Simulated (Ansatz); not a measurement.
Coupled-cluster run, CH2BFO, SMILES `O=CBF`.

```yaml
crystal:
  periodic: [false, false, false]
  atoms:
    - {symbol: O, position_ang: [1.615432, 0.579543, -0.501858]}
    - {symbol: C, position_ang: [0.471303, 0.216934, -0.639265]}
    - {symbol: B, position_ang: [-0.416063, -0.224605, 0.621397]}
    - {symbol: F, position_ang: [-1.653761, -0.607753, 0.393931]}
    - {symbol: H, position_ang: [0.020936, 0.187850, -1.659390]}
    - {symbol: H, position_ang: [0.004354, -0.215970, 1.738985]}
basis:
  gaussian: {orbitals: def2-TZVPP}
correlation: {method: ccsd_t}
output: {orbitals: {seedname: orbitals}}
```

```sh
$ ansatz run in.yaml --threads 2 --pin off --events-out ev --progress --plain --max-ram 4352MiB
```

Output of Ansatz, abridged:

```
Functional definition: HF
958 factors; integrals over basis functions are off by at most 8.6e-4 eV
mean field evaluation 1: about -6477.3942 eV, gradient 3.8e1 eV
mean field evaluation 2: about -6477.3966 eV, gradient 3.8e1 eV
mean field evaluation 4: about -6480.2257 eV, gradient 3.5e0 eV
mean field evaluation 8: about -6480.2758 eV, gradient 4.7e-1 eV
mean field evaluation 16: about -6480.2234 eV, gradient 3.5e0 eV
mean field evaluation 32: about -6472.5315 eV, gradient 3.4e-2 eV
mean field -6480.27781508 eV, -238.1458172141 hartree, gradient 3.5e-6 eV, S^2 0.000000; 0 other end points of the search recorded, 0 dependent functions left out; unrestricted orbitals would lower it
4 core orbitals not correlated: weight in the atoms' cores, before any rotation towards them, 1.000 or more for the frozen orbitals, at most 0.000 for the correlated occupied ones
reference -6480.27781508 eV, -238.1458172141 hartree; 11, 11 occupied and 137, 137 virtual orbitals, 958 factors
second order -19.69395622 eV of doubles, -0.00000000 eV of singles
cycle   1  -19.51175098 eV  change    1.8e-1 eV  update   1.1e-1
cycle   2  -20.01012501 eV  change   -5.0e-1 eV  update   3.3e-2
cycle   3  -20.14528177 eV  change   -1.4e-1 eV  update   1.8e-2
cycle   4  -20.12711082 eV  change    1.8e-2 eV  update   4.4e-3
cycle   5  -20.12609592 eV  change    1.0e-3 eV  update   2.0e-3
cycle   6  -20.12758601 eV  change   -1.5e-3 eV  update   6.0e-4
cycle   7  -20.12743430 eV  change    1.5e-4 eV  update   2.3e-4
cycle   8  -20.12731344 eV  change    1.2e-4 eV  update   6.8e-5
cycle   9  -20.12732415 eV  change   -1.1e-5 eV  update   2.5e-5
perturbative correction -0.75280454 eV, -0.0276650567 hartree
Total energy: -6501.15794378 eV, -238.9131477907 hartree
```

It took 15 s on 2 threads of an Intel Xeon Platinum 8488C on a shared host, with 1.1 GiB of host memory at the peak.

MP2 recovers 94.3 % of the CCSD(T) correlation energy and the triples give 3.6 %; T1 = 0.0151.
